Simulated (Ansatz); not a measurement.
Gas-phase electronic energies from Ansatz, PBE0-D4/def2-TZVP geometries. CCSD(T)/CBS is the MP2 limit (def2-TZVPP, def2-QZVPP) plus CCSD(T) − MP2 in def2-TZVPP, frozen cores. DFT in def2-TZVPP. One conformer a species, not always the lowest.

Reaction (cleavage of the Al–Si bond): `[CH3][AlH][SiH2][AlH2]` + `CC(C)N` → `CC(C)[NH][AlH2]` + `[CH3][AlH][SiH3]`

```csv
level,ΔE (kJ/mol)
PBE-D4,-63.0
r2SCAN-D4,-74.1
HF/def2-TZVPP,-86.9
MP2/CBS(def2),-85.7
```

**Question.** What does CCSD(T)/CBS give? (Best estimate.)

**Answer.** Ansatz gave: -78.0 kJ/mol. The listed levels differ from it by 15.0, 3.9, -8.9, -7.7 kJ/mol.

Largest T1 diagnostic among the species: 0.013.
